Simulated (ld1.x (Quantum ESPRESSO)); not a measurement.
Logarithmic derivatives: Hf, ultrasoft

- Element: hafnium (Hf)
- Generator: ld1.x (Quantum ESPRESSO) 7.5
- Type: ultrasoft
- Functional: LDA (PZ)
- Relativity: scalar-relativistic
- Frozen core: [Kr] 4d10 4f14
- Valence charge: 12
- Reference configuration: 5s2 5p6 5d2 6s1.5 6p0 (charge +0.5)
- Partial waves: 5s (bound): rcut 1.45, rcutus 1.60 bohr; 6s (bound): rcut 1.45, rcutus 1.60 bohr; 5p (bound): rcut 1.75, rcutus 2.10 bohr; 6p (bound, empty): rcut 1.75, rcutus 2.10 bohr; 5d (bound): rcut 2.30, rcutus 3.10 bohr; 5d channel at 0.65 Ry: rcut 2.30, rcutus 3.10 bohr; 5f channel at 0.2 Ry: rcut 2.45, rcutus 2.75 bohr; 5f channel at 2.45 Ry: rcut 2.45, rcutus 2.75 bohr
- Local potential: all-electron potential smoothed inside 1.55 bohr (lloc = -1)
- Core correction: none
- Augmentation charge: built from norm-conserving waves at rcut, not smoothed further

The phase is arctan(r·u′/u) with u = r·R(r), unwrapped; energies in Ry, scanned from -7 to 5 Ry. A pole is an energy at which the radial function vanishes at the test radius. The pseudo phase is shifted by a multiple of π to meet the all-electron one at the reference energy, and phase errors are pseudo minus all-electron; the curves can meet again beyond the range given. Levels narrower than the energy grid can be missing from the lists of poles. n/a: not evaluated, since a narrow level or a reset projector energy made the automatic matching unsafe.

**Question.** For each channel, where are the poles, and over which energies does the pseudopotential scatter like the atom?

**Answer.**

```csv
channel,radius (bohr),reference energy (Ry),"poles, all-electron","poles, pseudo",unbroken range about the reference energy with phases within 0.05 rad,phase error 1 Ry above the reference energy (rad)
s,3.33,-0.60,0.49,"0.78, 1.93",n/a,n/a
p,3.33,-0.29,"-2.85, 1.57","-2.94, 0.28, 2.51",not even at the reference energy,-2.945
d,3.33,-0.44,"-0.14, 3.56","-0.14, 0.53",not even at the reference energy,-2.878
f,3.33,0.20,2.29,2.23,n/a,n/a
```

A Bessel basis up to 400 Ry misses an occupied level by 0.68 Ry, so cutoffs and ghosts were not judged. Its overlap operator is not positive definite in a basis up to 400 Ry (lowest eigenvalue p -0.05, d -6.01), so the file is unfit for use: the generalised eigenproblem breaks down once the basis is large enough, and its test numbers describe a broken file. The potential misses its own reference levels by up to 1.4 eV, so it is not fit for use.

Phases in the s channel:

```tsv
E (Ry)	all-electron	pseudo
-7.00	1.449	1.449
-6.48	1.443	1.443
-5.96	1.436	1.436
-5.44	1.427	1.425
-4.92	-1.719	-1.720
-4.40	-1.731	-1.732
-3.88	-1.746	-1.746
-3.36	-1.764	-1.765
-2.84	-1.790	-1.791
-2.32	-1.831	-1.830
-1.80	-1.904	-1.897
-1.28	-2.090	-2.049
-0.76	-3.097	-2.644
-0.24	-4.424	-4.172
0.28	-4.664	-4.568
0.80	-4.767	-4.717
1.32	-4.848	-5.201
1.84	-4.950	-7.835
2.36	-5.172	-7.917
2.88	-6.155	-7.976
3.40	-7.376	-8.049
3.92	-7.636	-8.173
4.44	-7.734	-8.512
4.96	-7.789	-9.797
```
